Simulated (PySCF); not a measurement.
Basis and Hamiltonian dependence of the excitation energy of As⁺

As⁺ [Ar] 3d10 4s2 4p2 (3P) → As⁺ [Ar] 3d10 4s1 4p2 5s1 (5P). All values are computed (PySCF 2.14, energy differences of UHF-based or UKS calculations, no spin-orbit coupling). Values in eV.

```
                                                                         basis    Hamiltonian  functions     UHF     PBE    PBE0  MP2 (valence)  CCSD(T) (valence)
                                                                  ANO-RCC-VTZP  spin-free X2C         43  16.553  18.398  18.194         17.500             17.770
                                                  aug-cc-pVTZ-PP with ECP10MDF            ECP         55  15.801  17.798  17.577         16.839             17.113
aug-cc-pVTZ-PP with one added diffuse shell each of s, d, f type with ECP10MDF            ECP         68  15.801  17.798  17.576         16.840             17.113
                                                aug-cc-pwCVTZ-PP with ECP10MDF            ECP         96  15.790  17.811  17.582         16.866             17.127
```

Frozen in the all-electron rows: valence: [Ar] 3d10; with a core potential, the same shells as far as they lie outside it.

At CCSD(T) (valence), ANO-RCC-VTZP lies more than 0.3 eV from the median of the rows with comparable relativity. Of these, ANO-RCC-VTZP has no diffuse functions of the l that the added or promoted electron needs.
